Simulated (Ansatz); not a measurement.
Consider the formal exchange of groups at a C–O bond: `[BH2][GeH2][O]C` + `FC[SiH2]S` → `C[SiH](S)CF` + `[BH2][GeH2][OH]`.

Isolated molecules relaxed with PBE0-D4/def2-TZVP in Ansatz; ΔE leaves out vibrations. CCSD(T)/CBS adds triple-zeta CCSD(T) − MP2 to the extrapolated MP2 energy (def2 sets, frozen cores). DFT in def2-TZVPP. B3LYP here is the variant with VWN-RPA as its local correlation; programs differ in this. For Ge outer-core shells are correlated without core-valence functions, which leaves a few kJ/mol of doubt a bond. Scalar relativity is left out up to krypton. One conformer a species, not always the lowest.

`[BH2][GeH2][O]C`:

Cartesian coordinates in Å:
```
B 1.168 0.874 1.995
Ge -0.049 -0.232 0.773
O 0.138 0.365 -0.901
C -0.612 -0.261 -1.909
H 1.847 1.752 1.559
H 1.202 0.638 3.165
H 0.300 -1.742 0.773
H -1.549 -0.118 1.147
H -0.373 -1.329 -2.002
H -1.694 -0.169 -1.739
H -0.377 0.222 -2.862
```

`FC[SiH2]S`:

```xyz
9

F     0.944   -1.556   -0.502
C     1.034   -0.443    0.330
Si   -0.641    0.436    0.384
S    -1.204    1.099   -1.562
H     1.817    0.215   -0.061
H     1.340   -0.786    1.325
H    -0.525    1.659    1.218
H    -1.647   -0.490    0.963
H    -1.119   -0.133   -2.095
```

`C[SiH](S)CF`:

Cartesian coordinates in Å:
```
C -0.181 0.281 1.585
Si 0.624 0.244 -0.092
S 1.927 -1.435 -0.367
C -0.700 0.192 -1.446
F -1.609 1.233 -1.266
H 0.568 0.365 2.374
H -0.762 -0.628 1.760
H -0.859 1.135 1.652
H 1.504 1.421 -0.305
H 0.999 -2.348 -0.031
H -0.255 0.290 -2.442
H -1.256 -0.752 -1.422
```

`[BH2][GeH2][OH]`:

```xyz
8

B     0.863    0.509    1.190
Ge   -0.015   -0.364   -0.443
O    -1.633    0.372   -0.665
H     0.307    1.359    1.815
H     1.956    0.162    1.526
H    -0.185   -1.894   -0.269
H     0.811   -0.149   -1.735
H    -2.103    0.005   -1.417
```

(1) Is it downhill or uphill in electronic energy at CCSD(T)/CBS, and by how much? (An estimate is asked.)

(2) What do these levels give: PBE-D4, ωB97X-V, ωB97M-V, B2PLYP, PBE, r2SCAN, PBE0, B3LYP, MP2/def2-TZVPP, SCS-MP2/def2-TZVPP, HF/def2-QZVPP, MP2/CBS(def2)? (An estimate is asked.)

Largest T1 diagnostic among the species: 0.012.

Results:

(1) The calculation gave: Downhill: ΔE = -104.2 kJ/mol.

(2) Computed: PBE-D4 -100.4, ωB97X-V -97.3, ωB97M-V -103.0, B2PLYP -98.6, PBE -98.7, r2SCAN -102.7, PBE0 -101.3, B3LYP -94.3, MP2/def2-TZVPP -107.8, SCS-MP2/def2-TZVPP -99.9, HF/def2-QZVPP -88.8, MP2/CBS(def2) -111.6 kJ/mol.

In def2-TZVPP, CCSD(T) changes the Hartree–Fock value by −11.7 kJ/mol (the triples alone add −0.9 kJ/mol) and MP2 by −19.1 kJ/mol.
